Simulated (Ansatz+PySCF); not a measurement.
**singlet ZrF₄: levels of theory in one basis**

```xyz
5

Zr    0.0000    0.0000    0.0000
F     1.0942    1.0942    1.0942
F     1.0942   -1.0942   -1.0942
F    -1.0942    1.0942   -1.0942
F    -1.0942   -1.0942    1.0942
```

Basis set: def2-SVP (spherical functions, with the set's core potentials past Kr). Correlated methods keep 4 orbitals frozen. Charge 0, multiplicity 1.

Computed with Ansatz (development build ahead of 0.2.0); each method stands on the lowest determinant of its kind that the runs found. NEVPT2 correlates all electrons outside the core potentials. Active spaces start from the frontier orbitals, and the lowest solution found is given.

```json
{"method": "RHF", "E − E(RHF) (eV)": "0.00", "<S²> of the determinant": "0.00"}
{"method": "RHF-MP2", "E − E(RHF) (eV)": "-27.06", "<S²> of the determinant": "–"}
{"method": "RHF-CCSD", "E − E(RHF) (eV)": "-26.95", "<S²> of the determinant": "–"}
{"method": "CASSCF(2,2)", "E − E(RHF) (eV)": "-0.43", "<S²> of the determinant": "–"}
{"method": "SC-NEVPT2(2,2)", "E − E(RHF) (eV)": "-27.09", "<S²> of the determinant": "–"}
```

(1) What does RHF-CCSD(T) give on the same scale?

(2) Is a single determinant a sound starting point here?

Answers

(1) -27.58 eV.

(2) By this sign, yes. Unrestricted orbitals gain 0.00 eV and <S²> is 0.00 against 0.00 for a pure state. The CASSCF(2,2) natural occupations are 1.99, 0.01.

Caution: other spin multiplicities were not run. Caution for CASSCF(2,2): other starts end on other solutions of this active space.
